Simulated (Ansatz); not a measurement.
Mo(OSiH3)4 (Si₄MoO₄H₁₂). Total charge 0; triplet. Geometry PBE-D4/def2-SVP.

```xyz
21

Mo    0.7188   -0.8163    0.3921
O     0.7153   -0.4109    2.2458
Si    0.1075    0.9088    3.1413
H     0.8738    2.1606    2.8208
H     0.3107    0.5558    4.5874
H    -1.3615    1.1164    2.8884
O     2.1945   -0.3975   -0.7262
Si    2.5659    0.9389   -1.7187
H     2.8282    2.1566   -0.8781
H     1.4593    1.2216   -2.7004
H     3.8103    0.5680   -2.4741
O    -0.1612   -2.4120   -0.0587
Si   -1.5107   -3.1749   -0.7499
H    -2.1580   -4.0386    0.2937
H    -1.0442   -4.0174   -1.9018
H    -2.4786   -2.1281   -1.2324
O    -0.0814    0.9184    0.0219
Si   -1.3977    1.5596   -0.8003
H    -2.6793    1.2972   -0.0477
H    -1.5248    0.9499   -2.1764
H    -1.1867    3.0438   -0.9267
```

In the def2 sets Mo takes a core potential, while STO-3G treats all electrons; there is no spin–orbit coupling. LC-ωPBE has ω = 0.4 bohr⁻¹.

Problem. Estimate the α-spin orbital energies around the gap (eV) in Ansatz with HF/STO-3G, PBE-D4/def2-TZVP, r2SCAN-D4/def2-TZVP, PBE0-D4/def2-TZVP, LC-ωPBE/def2-TZVP.

Solution. 
```tsv
orbital	HF/STO-3G	PBE-D4/def2-TZVP	r2SCAN-D4/def2-TZVP	PBE0-D4/def2-TZVP	LC-ωPBE/def2-TZVP
HOMO−5	-8.79	-7.69	-8.03	-9.07	-11.84
HOMO−4	-8.02	-7.49	-7.84	-8.89	-11.62
HOMO−3	-8.01	-7.46	-7.81	-8.86	-11.61
HOMO−2	-7.96	-7.19	-7.55	-8.66	-11.41
HOMO−1	-6.01	-4.52	-5.00	-6.26	-9.18
HOMO	-5.87	-4.25	-4.71	-6.04	-8.98
LUMO	6.48	-2.75	-2.71	-1.91	0.35
LUMO+1	6.77	-2.44	-2.44	-1.60	0.68
LUMO+2	7.21	-2.00	-1.89	-1.12	1.10
LUMO+3	10.53	-1.46	-1.15	-0.65	1.41
LUMO+4	12.72	-0.68	-0.27	0.19	2.22
LUMO+5	12.97	-0.45	-0.03	0.39	2.36
β HOMO	-7.65	-7.06	-7.38	-8.46	-11.18
β LUMO	7.34	-2.92	-2.58	-1.89	0.46
```
